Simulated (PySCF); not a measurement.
C2H9ClOSi2

The system: C2H9ClOSi2, a small molecule; neutral, singlet. The structure, one conformer, was relaxed in the gas phase by PBE0-D3(BJ)/def2-SVP. No frequency run checks that it is a minimum.

SMILES: CO[SiH](Cl)C[SiH3]

```xyz
15

Si   -0.439    0.136    0.541
C     1.081   -0.283   -0.429
Si    2.583   -0.795    0.592
Cl   -0.764   -1.322    1.987
O    -1.727    0.162   -0.491
C    -3.060    0.406   -0.126
H    -0.327    1.426    1.278
H     0.825   -1.102   -1.123
H     1.341    0.595   -1.045
H     3.806   -0.790   -0.268
H     2.394   -2.163    1.155
H     2.795    0.168    1.717
H    -3.454   -0.397    0.520
H    -3.671    0.449   -1.040
H    -3.173    1.366    0.409
```
(Å; atoms numbered from 1)

Shieldings: GIAO PBE0/pcSseg-1. Shifts are against computed references at the same level: C TMS (σ 184.4 ppm), H TMS (σ 31.27 ppm), Si TMS (σ 352.0 ppm). Core levels by delta-SCF with SCAN, pcX-2 on the ionised atom and pcseg-1 elsewhere, spin-free X2C (2p3/2 is the spin-free 2p value less a third of a first-order spin-orbit splitting); from the vacuum level, for chosen atoms.

**Question.** Give the NMR and core-level values of the distinct atoms.

**Answer.** 
| atoms | bonded to | σ (ppm) | δ (ppm) | core level (eV) |
| --- | --- | --- | --- | --- |
| Si1 | 1 C + 1 Cl + 1 O + 1 H | 344.6 | 7.4 | 2p3/2 107.90 |
| C2 | 2 Si + 2 H | 189.7 | -5.3 | 1s 290.20 |
| Si3 | 1 C + 3 H | 424.8 | -72.8 | 2p3/2 106.83 |
| Cl4 | 1 Si | 907.1 | - | 2p3/2 205.71 |
| O5 | 1 C + 1 Si | 287.6 | - | 1s 538.30 |
| C6 | 1 O + 3 H | 131.8 | 52.6 | - |
| H7 | 1 Si | 26.01 | 5.26 | - |
| H8 | 1 C | 30.96 | 0.31 | - |
| H9 | 1 C | 31.19 | 0.08 | - |
| H10 H11 H12 | 1 Si | 27.34 | 3.93 | - |
| H13 H14 H15 | 1 C | 27.59 | 3.68 | - |

Values are those of this one static structure, with the three H of a rotating XH3 group averaged; atoms that internal rotation interchanges would show their mean in an NMR spectrum.

**Question.** Which of Si1, Si3 holds its core electrons tightest, and by how much against the loosest?

**Answer.** Si1 (bonded to 1 C + 1 Cl + 1 O + 1 H), by 1.06 eV over Si3 (bonded to 1 C + 3 H).

**Question.** By CAM-B3LYP/def2-SVPD (TDDFT singlets, Tamm-Dancoff triplets, ionisation by delta-SCF), where does absorption start, and what does vertical ionisation take?

**Answer.** The lowest singlet lies at 7.95 eV (f 0.013), the strongest of the first 6 at 8.52 eV (f 0.065), the lowest triplet at 7.59 eV; vertical ionisation takes 10.67 eV.
